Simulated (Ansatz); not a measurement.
Total energies of the cluster ZrO2 (the lowest singlet isomer of a short search) from Ansatz at PBE0-D4/def2-TZVP, gas phase (1 Eh = 27.2114 eV = 2625.5 kJ/mol). The reference geometry is relaxed at PBE0-D4/def2-TZVP.

Cartesian coordinates in Å:
```
Zr 0.493 -0.454 -0.170
O 0.750 1.141 0.532
O -1.243 -0.688 -0.362
```

| state | geometry | energy (Eh) |
| --- | --- | --- |
| charge 0 singlet | reference | -197.44038 |
| charge 1 doublet | reference | -197.10938 |
| charge 1 doublet | relaxed at PBE0-D4/def2-TZVP | -197.11236 |
| charge 0 triplet | relaxed at PBE0-D4/def2-TZVP | -197.37022 |
| charge 0 quintet | relaxed at PBE0-D4/def2-TZVP | -197.24721 |
| free Zr atom (triplet) | – | -46.88229 |
| free O atom (triplet) | – | -75.01860 |

In the def2 sets Zr takes a core potential; there is no spin–orbit coupling.

Problem. Work out the vertical ionisation energy to the doublet.

Solution. E(charge 1 doublet) − E(charge 0 singlet) = -197.10938 − (-197.44038) = 0.33100 Eh = 9.01 eV. For comparison, −ε of the highest occupied level is 6.76 eV at this level, 2.25 eV less.

Problem. How much does the charge 1 doublet relax, and what is the adiabatic ionisation energy?

Solution. Relaxation: -197.10938 − (-197.11236) = 0.00298 Eh = 0.08 eV. Adiabatic ionisation energy: 0.32802 Eh = 8.93 eV, without zero-point energy. 

Problem. Which of the charge 0 states is lowest, and how far above it are the others?

Solution. The singlet. triplet: -197.37022 − (-197.44038) = 0.07016 Eh = 184.2 kJ/mol; quintet: -197.24721 − (-197.44038) = 0.19317 Eh = 507.2 kJ/mol.

Problem. What is the binding energy per atom against free atoms?

Solution. Atoms: 1 × (-46.88229) + 2 × (-75.01860) = -196.91949 Eh. Binding: -196.91949 − (-197.44038) = 0.52089 Eh = 14.17 eV, or 4.72 eV for each of 3 atoms (no zero-point energy, no counterpoise term).

The structure comes from a short search, and lower isomers may exist.
